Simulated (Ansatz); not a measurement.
Born–Oppenheimer molecular dynamics of CH6BCl2NO (12 atoms, charge 0, multiplicity 1). It starts at the highest image of a converged band. Of that band: Neighbouring images differ by up to 1.2 eV, so the band resolves the path poorly. A vibrational analysis at the climbing image gives one clearly imaginary mode, 960i cm⁻¹: a first-order saddle point.

All numbers below come from RKS BLYP-D4/cc-pVDZ in Ansatz.

```json
{
 "ensemble": "NVE (velocity Verlet)",
 "time step": "0.5 fs",
 "steps asked": "200",
 "starting velocities drawn for": "100 K",
 "seed": "11937"
}
```

First frame:

```xyz
12
Properties=species:S:1:pos:R:3
B 0.349 0.400 0.128
O -0.280 -0.322 1.454
H -1.174 -0.666 1.235
Cl 2.061 -0.214 -0.129
Cl -0.819 0.141 -1.286
N 0.264 1.800 0.805
H 1.198 2.097 1.120
C -0.452 2.938 0.186
H -1.490 2.640 -0.052
H -0.482 3.790 0.893
H 0.030 3.271 -0.758
H -0.332 0.809 1.691
```

How far do the bonds stretch over the last three quarters of this one trajectory? (Pairs bonded in most of those frames.)


```json
{"bond": "B1–Cl4", "mean (Å)": "1.812", "spread (Å)": "0.021", "shortest": "1.78", "longest": "1.85"}
{"bond": "B1–Cl5", "mean (Å)": "1.833", "spread (Å)": "0.023", "shortest": "1.80", "longest": "1.88"}
{"bond": "B1–N6", "mean (Å)": "1.428", "spread (Å)": "0.029", "shortest": "1.39", "longest": "1.50"}
{"bond": "O2–H3", "mean (Å)": "0.984", "spread (Å)": "0.020", "shortest": "0.95", "longest": "1.02"}
{"bond": "O2–H12", "mean (Å)": "0.986", "spread (Å)": "0.025", "shortest": "0.95", "longest": "1.04"}
{"bond": "N6–H7", "mean (Å)": "1.025", "spread (Å)": "0.011", "shortest": "1.01", "longest": "1.04"}
{"bond": "N6–C8", "mean (Å)": "1.478", "spread (Å)": "0.014", "shortest": "1.45", "longest": "1.50"}
{"bond": "C8–H9", "mean (Å)": "1.107", "spread (Å)": "0.002", "shortest": "1.10", "longest": "1.11"}
{"bond": "C8–H10", "mean (Å)": "1.108", "spread (Å)": "0.004", "shortest": "1.10", "longest": "1.12"}
{"bond": "C8–H11", "mean (Å)": "1.113", "spread (Å)": "0.005", "shortest": "1.10", "longest": "1.12"}
```

Pairs bonded in part of these frames only: B1–O2 13 %.

Mean temperature of the second half: 272 K. The conserved energy stayed within 0.068 meV per atom of its start (net change 0.062 meV per atom), so the integration is sound. The kinetic energy rose, since the run started high on the potential surface and went downhill. It ends in pieces (CH4BCl2N + H2O), so much of that is their flight and rotation, not heat. A run of 0.1 ps of so small a system gives no equilibrium averages. The orbitals stay closed-shell, which can raise the energy where a bond breaks towards radicals; this wasn't checked here.

Run time: 5.3 min on 4 threads of Arm Neoverse V1, with other jobs on the host, peak memory 0.19 GiB.
